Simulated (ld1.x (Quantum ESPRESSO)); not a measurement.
Values are calculated unless marked as measured or tabulated.
Hardness and transferability of assorted potentials

Generated with ld1.x 7.5 (TM, RRKJ, ultrasoft, PAW), atompaw 4.2 or ONCVPSP 4.0.1. The cutoff is in Ry: for ld1.x and atompaw files where the sum of valence levels is converged to 10 mRy in a Bessel basis, for ONCV files where the hardest occupied wave has 1 mHa per electron of residual kinetic energy. The error is the largest all-electron minus pseudo excitation energy over each file’s own four to seven test configurations (ionisations up to +4, promotions, holes and added fractions of an electron), all of which were solved. The labels leave out finer settings (local radius, basis sizes, second energies), which also bear on the numbers. Spin-polarised tests are not counted. The rows are a selection from randomly drawn settings: files with unsolved tests, undetermined cutoffs or missed reference levels are left out.

A true bound ghost makes a file unfit for plane-wave use even where its test errors are small: the radial tests pick states by their node count and pass the ghost by.

| element | potential | cutoff (Ry) | largest error (meV) | bound ghosts |
| --- | --- | --- | --- | --- |
| H | ultrasoft, PBE, scalar-relativistic, rc 1.20/1.40 (sp), local smoothed, core correction no, reference 1s0.75 | 15 | +0.1 | none |
| N | RRKJ, BP86, scalar-relativistic, rc 1.05/1.65/1.30 (spd), local s, core correction yes, reference 2s2 2p3 | 50 | +1655 | none |
| N | TM, BLYP, scalar-relativistic, rc 0.75/1.20/1.10 (spd), local d, core correction yes, reference 2s2 2p1 | 110 | +186 | none |
| Ge | PAW, LDA (PZ), scalar-relativistic, rc 1.65/1.80/1.40 (spd), local smoothed, core correction yes, reference 4s2 4p2 | 12 | -337 | d |
| Kr | ultrasoft, LDA (PZ), scalar-relativistic, rc 1.45/1.30 (sp), local smoothed, core correction yes, reference 4s2 4p5.5 | 30 | -97 | d |
| Ba | TM, PW91, scalar-relativistic, rc 3.55/3.10/2.75 (spd), local smoothed, core correction yes, reference 5p6 5d0 6s2 6p0 | 10 | +75 | s |

Task: Fill in the row for Eu: RRKJ, LDA (PZ), scalar-relativistic, rc 2.55/3.40/2.50 (spd), local s, core correction yes, reference 5d2 6s1 6p0.

Result: cutoff 15 Ry, largest error -173 meV, bound ghosts: none.

Task: Fill in the row for Rb: TM, PBEsol, fully relativistic, rc 3.90/4.20/3.50/4.15 (spdf), local d, core correction no, reference 5s0.75 5p0.25.

Result: cutoff 6 Ry, largest error +34 meV, bound ghosts: s.
